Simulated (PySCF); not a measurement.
Basis-set dependence of population analyses: `C=Cc1ccncc1`

C7H7N.
Atom-mapped SMILES: `[CH2:1]=[CH:2][c:3]1[cH:4][cH:5][n:6][cH:7][cH:8]1` (hydrogens: H9, H10 on C1; H11 on C2; H12 on C4; H13 on C5; H14 on C7; H15 on C8)

Geometry (PBE0-D3(BJ)/def2-SVP, Å), atoms numbered from 1 in this order:
```
atom  x, y, z in Å
C1    -2.413    1.003    0.055
C2    -1.656   -0.073   -0.187
C3    -0.196   -0.159   -0.065
C4     0.616    0.913    0.334
C5     1.992    0.728    0.421
N6     2.607   -0.422    0.146
C7     1.843   -1.441   -0.232
C8     0.457   -1.365   -0.352
H9    -3.498    0.962   -0.068
H10   -1.991    1.958    0.381
H11   -2.147   -0.997   -0.511
H12    0.187    1.887    0.576
H13    2.633    1.561    0.731
H14    2.359   -2.383   -0.457
H15   -0.116   -2.240   -0.669
```

PBE0 throughout (PySCF), one geometry, spherical d and f functions. Geometry: PBE0-D3(BJ)/def2-SVP, one conformer, isolated molecule. Atoms taken as equivalent share a column and are averaged. The first 7 of 11 kinds of atom are listed.

Mulliken charges (e):

| basis | functions | C1 | C2 | C3 | C4/C8 | C5/C7 | N6 | H9 |
| --- | --- | --- | --- | --- | --- | --- | --- | --- |
| STO-3G | 47 | -0.157 | -0.082 | 0.000 | -0.085 | +0.004 | -0.234 | +0.090 |
| pcSseg-0 | 86 | -0.394 | -0.187 | -0.183 | -0.227 | +0.101 | -0.654 | +0.232 |
| 6-31G | 86 | -0.356 | -0.118 | +0.041 | -0.177 | -0.026 | -0.389 | +0.170 |
| 6-31G* | 126 | -0.396 | -0.138 | +0.144 | -0.229 | -0.004 | -0.383 | +0.184 |
| cc-pVDZ | 147 | -0.005 | -0.046 | +0.033 | -0.084 | +0.123 | -0.222 | +0.053 |
| def2-SVP | 147 | -0.061 | -0.025 | +0.038 | -0.070 | +0.055 | -0.171 | +0.061 |
| pcSseg-1 | 171 | -0.120 | -0.135 | -0.130 | -0.147 | +0.163 | -0.408 | +0.133 |
| aug-cc-pVDZ | 247 | +0.318 | +1.339 | +1.202 | +1.127 | -0.244 | -0.481 | -0.525 |
| 6-311+G(2d,p) | 258 | -0.387 | -0.328 | +0.919 | -0.142 | -0.234 | -0.272 | +0.133 |
| def2-TZVP | 290 | -0.230 | -0.215 | +0.174 | -0.127 | -0.063 | -0.201 | +0.138 |

IAO charges (e):

```csv
basis,functions,C1,C2,C3,C4/C8,C5/C7,N6,H9
STO-3G,47,-0.242,-0.143,-0.009,-0.143,-0.059,-0.178,+0.142
pcSseg-0,86,-0.280,-0.139,+0.013,-0.174,-0.026,-0.257,+0.158
6-31G,86,-0.295,-0.141,+0.024,-0.177,-0.032,-0.261,+0.162
6-31G*,126,-0.283,-0.137,+0.026,-0.175,-0.006,-0.278,+0.156
cc-pVDZ,147,-0.289,-0.139,+0.026,-0.178,-0.008,-0.272,+0.158
def2-SVP,147,-0.279,-0.135,+0.025,-0.174,-0.006,-0.271,+0.153
pcSseg-1,171,-0.288,-0.139,+0.024,-0.180,-0.007,-0.280,+0.158
aug-cc-pVDZ,247,-0.300,-0.142,+0.029,-0.183,-0.008,-0.285,+0.163
"6-311+G(2d,p)",258,-0.299,-0.141,+0.028,-0.182,-0.007,-0.287,+0.162
def2-TZVP,290,-0.299,-0.141,+0.029,-0.182,-0.006,-0.285,+0.162
```

Hirshfeld charges (e):

```
        basis  functions      C1      C2      C3   C4/C8   C5/C7      N6      H9
       STO-3G         47  -0.047  -0.024  +0.015  -0.030  +0.036  -0.172  +0.033
     pcSseg-0         86  -0.078  -0.038  +0.014  -0.053  +0.015  -0.160  +0.052
        6-31G         86  -0.084  -0.040  +0.015  -0.052  +0.015  -0.179  +0.053
       6-31G*        126  -0.084  -0.042  +0.016  -0.051  +0.017  -0.176  +0.053
      cc-pVDZ        147  -0.084  -0.041  +0.014  -0.053  +0.014  -0.153  +0.052
     def2-SVP        147  -0.084  -0.041  +0.015  -0.054  +0.016  -0.159  +0.053
     pcSseg-1        171  -0.084  -0.043  +0.011  -0.054  +0.015  -0.167  +0.054
  aug-cc-pVDZ        247  -0.088  -0.046  +0.008  -0.054  +0.012  -0.170  +0.056
6-311+G(2d,p)        258  -0.085  -0.046  +0.005  -0.053  +0.013  -0.173  +0.054
    def2-TZVP        290  -0.087  -0.045  +0.009  -0.054  +0.013  -0.169  +0.055
```

Some averages cover members that differ in this geometry, most widely: C4/C8, Mulliken in 6-311+G(2d,p) -0.336 to +0.053; C5/C7, Mulliken in aug-cc-pVDZ -0.313 to -0.175; C5/C7, Mulliken in 6-311+G(2d,p) -0.265 to -0.204; C4/C8, Mulliken in 6-31G -0.194 to -0.161 e.

Which scheme is steadiest as the basis changes?

Largest range over the bases for any column: Hirshfeld 0.04 e, IAO 0.11 e, Mulliken 1.67 e. Hirshfeld charges move least and Mulliken charges most, counted in e. Without the minimal STO-3G basis the ranges are Hirshfeld 0.03, IAO 0.03, Mulliken 1.67 e.

How much do the charges still move between the two largest bases, 6-311+G(2d,p) and def2-TZVP?

At most, over all atoms: Mulliken 0.745 e, IAO 0.002 e, Hirshfeld 0.004 e.

What do the same runs give for the total energy, the frontier levels and the dipole moment?

| basis | energy (Eh) | HOMO (eV) | LUMO (eV) | μ (D) |
| --- | --- | --- | --- | --- |
| STO-3G | -321.2972 | -4.80 | 1.20 | 2.28 |
| pcSseg-0 | -324.5632 | -7.10 | -1.58 | 2.87 |
| 6-31G | -325.2063 | -6.98 | -1.28 | 2.81 |
| 6-31G* | -325.2886 | -7.02 | -1.26 | 2.47 |
| cc-pVDZ | -325.3174 | -7.14 | -1.42 | 2.30 |
| def2-SVP | -325.0610 | -7.24 | -1.52 | 2.44 |
| pcSseg-1 | -325.2524 | -7.31 | -1.63 | 2.53 |
| aug-cc-pVDZ | -325.3328 | -7.27 | -1.68 | 2.50 |
| 6-311+G(2d,p) | -325.3799 | -7.28 | -1.69 | 2.52 |
| def2-TZVP | -325.4065 | -7.26 | -1.63 | 2.45 |

The dipole is fixed by the density alone, so its range of 0.59 D shows that the density itself changes with the basis, not only its division among atoms.
